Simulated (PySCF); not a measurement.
**The halides of indium, InF₂⁺ to InI₂⁺**

Level: PBE0 in the def2-TZVP basis family, computed in PySCF with density fitting; scalar-relativistic core potentials for atoms from Rb on, none lighter, no spin–orbit coupling; open shells unrestricted.

Each entry is the lowest minimum that a search over a few typed start shapes (and spin states, where more than one is plausible) found, or that minimum re-optimised at the stated level; isomers with ligand–ligand bonds, or fragments after loss of a ligand pair, can lie lower.

```tsv
molecule	2S+1	point group	mean bond to In (Å)	distinct angles (°)	gap (eV)
InF₂⁺	1	D∞h	1.842	180	7.56
InCl₂⁺	1	D∞h	2.203	180	6.06
InBr₂⁺	1	D∞h	2.345	180	5.35
InI₂⁺	1	D∞h	2.542	180	4.56
```

The bond lengthens at every step; the largest change, 0.361 Å, falls between InF₂⁺ and InCl₂⁺ among the members listed.

Left out of the table are members whose search was unfinished or whose lowest solution was spin-contaminated, unstable, very soft or bonded differently.
